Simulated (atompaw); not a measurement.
# PBEsol PAW (atompaw) dataset for Ta, scalar-relativistic all-electron reference.

atompaw 4.2.0.5 input, output lines left out:

```
Ta 73
GGA-PBESOL scalarrelativistic loggrid 2001 logderivrange -7 5 301
6 6 5 4 0 0
6 1 0
5 2 3
0 0 0
c
c
c
c
v
v
c
c
c
v
v
c
c
v
c
2
3.00 2.50 2.15 1.85
n
n
y
1.4
n
custom polynom2 7 10 vanderbiltortho sinc
bessel
1.80
1.55
1.45
2.65
3.00
3.00
```

What the tests gave:

- Cutoffs needed: 25 Ry and 100 Ry (the cutoffs (Ry, on a coarse ladder) from which the occupation-weighted sum of valence levels, in a spherical-Bessel basis at the reference potential, stays within 10 and 1 mRy of its value at 400 Ry)
- Ghost test: no extra level below or beside the all-electron valence levels (s, p, d, f tested) (spherical-Bessel basis up to 400 Ry, 20 bohr box)
- Lowest eigenvalue of the overlap operator: 0.48 (p channel)
- Overlap eigenvalues printed by atompaw (projector basis): 0.397, 0.494, 1.99, 11.7, 200, 6.54e+03
- Share of each valence orbital outside the PAW sphere: 5s 0 %, 6s 54 %, 5p 0 %, 6p 85 %, 5d 20 %

Generation and tests took about 81 s on one core of a shared server CPU.
